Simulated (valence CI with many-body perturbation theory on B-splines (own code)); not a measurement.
**Forbidden lines of Hf⁶⁶⁺**

Level of theory: configuration interaction combined with many-body perturbation theory (CI+MBPT): four valence electrons over a frozen Dirac-Fock core [He], radial functions for each j: 11 s, 11 p, 9 d, 7 f, 5 g, 2 h, 1 i, with the one-electron correlation potential Σ1, the two-electron term Σ2, the three-electron term Σ3, Breit, model QED; selected CI, second order for the rest (own B-spline code, finite nucleus).

The last digits are not significant, and no measured levels were compared; by estimate large intervals hold to a few tenths of a per cent, small ones and those within an open d or f shell to about a per cent. Among the levels kept, up to 290 cm⁻¹ of a level comes from second order outside the variational space, and about a tenth of that is noise between levels of different J, which matters for small intervals.

Lines 1 to 50 of 57 in falling wavelength, among levels below 11964 eV, chosen from the decays that carry over 1 % of a level's rate. Wavelengths and rates use the calculated energies. Electric multipoles are in the length gauge, E1 and E2 with the static RPA response of the core. Weak lines are less certain than strong ones. Lines between different terms over intervals too small for the method are left out, as are lines whose strength nearly cancels. The highest levels of a list are the least certain.

Levels are named by their leading jj configuration (3d3/2^4 stands for four electrons in 3d with j = 3/2), which in mixed levels can hold well under half, so a name can repeat and another be missing. Letters in brackets count levels of one name in rising energy.

| λ vac (nm) | Upper | Lower | Type | A (s⁻¹) | Branch % |
| --- | --- | --- | --- | --- | --- |
| 0.9975 | (2s^2 2p1/2 2p3/2) J=1 | (2s^2 2p1/2^2) J=0 | M1 | 1.19e+10 | 100.0 |
| 0.9831 | (2s^2 2p1/2 2p3/2) J=2 | (2s^2 2p1/2^2) J=0 | E2 | 5.53e+07 | 100.0 |
| 0.9797 | (2s^2 2p3/2^2) J=2 | (2s^2 2p1/2 2p3/2) J=2 | M1 | 9.30e+09 | 18.1 |
| 0.9792 | (2s^2 2p3/2 3d5/2) J=4 | (2s^2 2p1/2 3d5/2) J=3 | M1 | 9.10e+09 | 3.4 |
| 0.9659 | (2s^2 2p3/2^2) J=2 | (2s^2 2p1/2 2p3/2) J=1 | M1 | 9.28e+09 | 18.1 |
| 0.9224 | (2s^2 2p3/2^2) J=0 | (2s^2 2p1/2 2p3/2) J=1 | M1 | 2.07e+10 | 35.8 |
| 0.1448 | (2s^2 2p3/2 3p1/2) J=2 | (2s^2 2p3/2^2) J=0 | E2 | 4.68e+11 | 7.7 |
| 0.1445 | (2s^2 2p1/2 3p1/2) J=1 | (2s^2 2p1/2 2p3/2) J=2 | E2 | 1.25e+12 | 41.3 |
| 0.1445 | (2s^2 2p1/2 3p1/2) J=1 | (2s^2 2p1/2 2p3/2) J=2 | M1 | 3.51e+10 | 1.2 |
| 0.1445 | (2s 2p1/2^2 3p1/2) J=0 | (2s 2p1/2^2 2p3/2) J=2 | E2 | 2.46e+12 | 45.4 |
| 0.1442 | (2s^2 2p1/2 3p1/2) J=1 | (2s^2 2p1/2 2p3/2) J=1 | E2 | 1.24e+12 | 41.1 |
| 0.1438 | (2s^2 2p3/2 3p1/2) J=1 | (2s^2 2p3/2^2) J=2 | E2 | 1.26e+12 | 17.4 |
| 0.1438 | (2s^2 2p3/2 3p1/2) J=2 | (2s^2 2p3/2^2) J=2 | E2 | 1.73e+12 | 28.6 |
| 0.1437 | (2s^2 2p1/2 3p1/2) J=0 | (2s^2 2p1/2 2p3/2) J=2 | E2 | 2.44e+12 | 41.4 |
| 0.1410 | (2s^2 2p3/2 3d5/2) J=4 | (2s 2p1/2 2p3/2^2) J=2 [b] | E2 | 4.27e+09 | 1.6 |
| 0.1401 | (2s 2p1/2 2p3/2 3p3/2) J=4 | (2s 2p1/2 2p3/2^2) J=2 [b] | E2 | 8.70e+10 | 2.7 |
| 0.1396 | (2s 2p1/2^2 3p3/2) J=2 | (2s 2p1/2^2 2p3/2) J=1 | E2 | 3.15e+11 | 1.0 |
| 0.1395 | (2s^2 2p3/2 3d5/2) J=4 | (2s 2p1/2 2p3/2^2) J=3 | E2 | 2.91e+10 | 11.0 |
| 0.1387 | (2s 2p1/2 2p3/2 3p3/2) J=4 | (2s 2p1/2 2p3/2^2) J=3 | E2 | 7.46e+11 | 22.9 |
| 0.1386 | (2s 2p1/2 2p3/2 3p3/2) J=0 [b] | (2s 2p1/2 2p3/2^2) J=2 [b] | E2 | 1.35e+12 | 7.4 |
| 0.1386 | (2s^2 2p3/2 3p3/2) J=2 | (2s^2 2p3/2^2) J=0 | E2 | 5.01e+11 | 4.4 |
| 0.1385 | (2s 2p1/2 2p3/2 3p3/2) J=1 [d] | (2s 2p1/2 2p3/2^2) J=2 [b] | E2 | 7.72e+11 | 2.1 |
| 0.1383 | (2s 2p1/2 2p3/2 3p3/2) J=1 [d] | (2s 2p1/2 2p3/2^2) J=1 [a] | E2 | 6.76e+11 | 1.8 |
| 0.1383 | (2s 2p1/2^2 3p3/2) J=2 | (2s 2p1/2^2 2p3/2) J=2 | E2 | 8.45e+11 | 2.7 |
| 0.1382 | (2s^2 2p1/2 3p3/2) J=2 | (2s^2 2p1/2 2p3/2) J=2 | E2 | 8.53e+11 | 18.7 |
| 0.1382 | (2s^2 2p1/2 3p3/2) J=1 | (2s^2 2p1/2 2p3/2) J=2 | E2 | 6.18e+11 | 14.4 |
| 0.1381 | (2s^2 2p3/2 3p3/2) J=3 | (2s^2 2p3/2^2) J=2 | E2 | 9.65e+11 | 10.0 |
| 0.1381 | (2s^2 2p3/2 3p3/2) J=1 | (2s^2 2p3/2^2) J=2 | E2 | 9.72e+11 | 7.0 |
| 0.1380 | (2s 2p1/2 2p3/2 3p3/2) J=4 | (2s 2p1/2 2p3/2^2) J=2 [a] | E2 | 4.83e+10 | 1.5 |
| 0.1379 | (2s^2 2p1/2 3p3/2) J=2 | (2s^2 2p1/2 2p3/2) J=1 | E2 | 3.74e+11 | 8.2 |
| 0.1379 | (2s^2 2p1/2 3p3/2) J=1 | (2s^2 2p1/2 2p3/2) J=1 | E2 | 6.13e+11 | 14.3 |
| 0.1372 | (2s^2 2p3/2 3p3/2) J=0 | (2s^2 2p3/2^2) J=2 | E2 | 2.51e+12 | 18.8 |
| 0.1371 | (2s 2p1/2 2p3/2 3p3/2) J=1 [d] | (2s 2p1/2 2p3/2^2) J=3 | E2 | 4.47e+11 | 1.2 |
| 0.1366 | (2s 2p1/2 2p3/2 3p3/2) J=0 [b] | (2s 2p1/2 2p3/2^2) J=2 [a] | E2 | 3.37e+11 | 1.9 |
| 0.1361 | (2s 2p1/2 2p3/2 3d5/2) J=5 | (2s 2p1/2 2p3/2^2) J=3 | M2 | 6.32e+10 | 50.6 |
| 0.1361 | (2s 2p1/2 2p3/2 3d5/2) J=5 | (2s 2p1/2 2p3/2^2) J=3 | E3 | 3.48e+09 | 2.8 |
| 0.1355 | (2s^2 2p3/2 3d5/2) J=4 | (2s^2 2p3/2^2) J=2 | M2 | 6.01e+10 | 22.8 |
| 0.1355 | (2s^2 2p3/2 3d5/2) J=4 | (2s^2 2p3/2^2) J=2 | E3 | 4.43e+09 | 1.7 |
| 0.1222 | (2s^2 2p3/2 3d5/2) J=4 | (2s 2p1/2^2 2p3/2) J=2 | E2 | 3.67e+09 | 1.4 |
| 0.1215 | (2s 2p1/2 2p3/2 3p3/2) J=4 | (2s 2p1/2^2 2p3/2) J=2 | E2 | 1.34e+12 | 41.0 |
| 0.1213 | (2s 2p1/2 2p3/2 3p3/2) J=1 [d] | (2s 2p1/2^2 2p3/2) J=1 | E2 | 7.27e+11 | 2.0 |
| 0.1212 | (2s^2 2p1/2 3p3/2) J=2 | (2s^2 2p1/2^2) J=0 | E2 | 1.21e+12 | 26.6 |
| 0.1210 | (2s^2 2p3/2 3p3/2) J=3 | (2s^2 2p1/2 2p3/2) J=2 | E2 | 6.23e+11 | 6.5 |
| 0.1210 | (2s^2 2p3/2 3p3/2) J=1 | (2s^2 2p1/2 2p3/2) J=2 | E2 | 1.30e+12 | 9.3 |
| 0.1208 | (2s^2 2p3/2 3p3/2) J=3 | (2s^2 2p1/2 2p3/2) J=1 | E2 | 9.02e+11 | 9.4 |
| 0.1208 | (2s^2 2p3/2 3p3/2) J=1 | (2s^2 2p1/2 2p3/2) J=1 | E2 | 1.50e+11 | 1.1 |
| 0.1207 | (2s^2 2p3/2 3p3/2) J=2 | (2s^2 2p1/2 2p3/2) J=2 | E2 | 1.05e+12 | 9.3 |
| 0.1205 | (2s^2 2p3/2 3p3/2) J=2 | (2s^2 2p1/2 2p3/2) J=1 | E2 | 4.56e+11 | 4.0 |
| 0.1204 | (2s^2 2p3/2 3p3/2) J=0 | (2s^2 2p1/2 2p3/2) J=2 | E2 | 1.48e+12 | 11.1 |
| 0.1196 | (2s 2p1/2 2p3/2 3d5/2) J=5 | (2s 2p1/2^2 2p3/2) J=2 | E3 | 9.18e+09 | 7.4 |
